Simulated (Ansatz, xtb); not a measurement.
Two isomers of C2H2F2Te

We compare X, `F/C=C\[Te]F`, a singlet, with Y, `FC1(F)C[Te]1`, a singlet. Both are isolated molecules in the gas phase, relaxed with BLYP-D3(BJ)/def2-SVP, each in the lowest conformer that the search found.

Quicker runs give these differences E(Y) − E(X): GFN2-xTB +10.1 kcal/mol; HF/STO-3G −31.1 kcal/mol (at GFN2-xTB geometries); r2SCAN-D4/def2-SVP −11.0 kcal/mol (at GFN2-xTB geometries).

Problem. Which of the two would you expect CCSD(T)/def2-SVP + ΔMP2/def2-TZVPP electronic energies to favour?

Solution. Structure Y; the calculation gives E(Y) − E(X) = −4.3 kcal/mol.

The same difference at several levels:

```json
{"level": "GFN2-xTB", "geometry": "GFN2-xTB", "E(Y) − E(X) (kcal/mol)": "+10.1", "departure from the last row (kcal/mol)": "+14.3", "job, with rough time for the two": "optimisation, 1.5 s"}
{"level": "HF/STO-3G", "geometry": "GFN2-xTB", "E(Y) − E(X) (kcal/mol)": "−31.1", "departure from the last row (kcal/mol)": "−26.8", "job, with rough time for the two": "single point, 4.3 s"}
{"level": "r2SCAN-D4/def2-SVP", "geometry": "GFN2-xTB", "E(Y) − E(X) (kcal/mol)": "−11.0", "departure from the last row (kcal/mol)": "−6.7", "job, with rough time for the two": "single point, 13 s"}
{"level": "BLYP-D3(BJ)/def2-SVP", "geometry": "BLYP-D3(BJ)/def2-SVP", "E(Y) − E(X) (kcal/mol)": "−5.1", "departure from the last row (kcal/mol)": "−0.8", "job, with rough time for the two": "optimisation, 75 s"}
{"level": "HF/def2-SVP", "geometry": "BLYP-D3(BJ)/def2-SVP", "E(Y) − E(X) (kcal/mol)": "−0.7", "departure from the last row (kcal/mol)": "+3.5", "job, with rough time for the two": "part of the CCSD(T) run"}
{"level": "MP2/def2-SVP", "geometry": "BLYP-D3(BJ)/def2-SVP", "E(Y) − E(X) (kcal/mol)": "−9.4", "departure from the last row (kcal/mol)": "−5.2", "job, with rough time for the two": "part of the CCSD(T) run"}
{"level": "CCSD(T)/def2-SVP", "geometry": "BLYP-D3(BJ)/def2-SVP", "E(Y) − E(X) (kcal/mol)": "−6.5", "departure from the last row (kcal/mol)": "−2.2", "job, with rough time for the two": "single point"}
{"level": "CCSD(T)/def2-SVP + ΔMP2/def2-TZVPP", "geometry": "BLYP-D3(BJ)/def2-SVP", "E(Y) − E(X) (kcal/mol)": "−4.3", "departure from the last row (kcal/mol)": "", "job, with rough time for the two": "single point, 2.3 min"}
```

As drawn, Y has 1 C–F, 1 C–C, 1 C–Te in place of 1 C=C, 1 F–Te. Structure X has no ring, Y a 3-membered ring.

GFN2-xTB puts the two in the other order. The largest departure from CCSD(T)/def2-SVP + ΔMP2/def2-TZVPP is that of HF/STO-3G, 26.8 kcal/mol. The last row adds to CCSD(T) the change of the MP2 difference between the two basis sets, here +2.2 kcal/mol.

With harmonic frequencies from BLYP-D3(BJ)/def2-SVP (ideal gas, rigid rotor, one conformer each, 400 K, 1 atm): on the last row, ΔE + ΔZPE = −3.2 kcal/mol. A mode under 50 cm⁻¹ makes harmonic enthalpies and free energies unreliable, so none is given.

The correlated steps freeze 8 core orbitals; the filled d shell of Te is correlated, in a basis made for valence electrons. Atoms past krypton carry core potentials in the def2 sets, other sets are all-electron and non-relativistic, and no spin–orbit term is included. Programs: Ansatz 0.2.0, xtb 6.7.1; the last row on 1 thread of AMD EPYC (Zen 3) on a shared host.
